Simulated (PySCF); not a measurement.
## Be: excitation energy

Be [He] 2s2 (1S) → Be [He] 2s1 3d1 (3D), as a difference of total energies. Calculation: PySCF 2.14, in aug-cc-pCVTZ-DK with one added diffuse shell each of s, p, d, f type (8s7p5d3f, 75 functions); the spin-free X2C one-electron Hamiltonian (Gaussian nucleus). Correlated levels: valence: 1s2 frozen; valence and next inner shell: nothing frozen. The calculations carry no spin-orbit coupling.

```csv
method,excitation energy (eV)
UHF,6.652
LDA,7.163
PBE,7.042
PBE0,7.128
r2SCAN,7.042
HSE06,7.086
M06-L,7.047
LC-wPBE,7.492
TPSS,7.198
MP2 (valence),7.389
SCS-MP2 (valence),7.576
MP2 (valence and next inner shell),7.419
SCS-MP2 (valence and next inner shell),7.602
```

How much does correlation contribute at MP2 (valence and next inner shell)?

7.419 − (6.652) = 0.767 eV, measured against UHF.

The promoted electron is Rydberg-like, and one or two diffuse shells describe it only roughly, which tends to raise the upper state.
